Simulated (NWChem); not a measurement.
Species: CH3O2 cation; SMILES O=C[OH2+]

```xyz
6

O     -0.2757     1.2351    -0.0725
C      0.4625     0.3609    -0.0140
O     -0.1677    -1.0858     0.0368
H      1.5542     0.2066    -0.0011
H      0.3223    -1.8936     0.2929
H     -1.1415    -1.1597     0.1267
```
Atoms are numbered in this order, from 1.

All runs: NWChem. Structure relaxed at the PBE0/def2-SVP level. Atomic charges in e: unrestrained fits to the electrostatic potential beside Mulliken populations; buried atoms are poorly determined by the fit.

Question: Predict the results for B3LYP/def2-SVP. Quantities: ESP O1; Mulliken O1; ESP C2; Mulliken C2; ESP O3; Mulliken O3; relative RMS misfit of the potential (%).

Answer: 
* **ESP O1**: -0.19
* **Mulliken O1**: 0.03
* **ESP C2**: 0.55
* **Mulliken C2**: 0.35
* **ESP O3**: -0.48
* **Mulliken O3**: -0.12
* **relative RMS misfit of the potential (%)**: 2
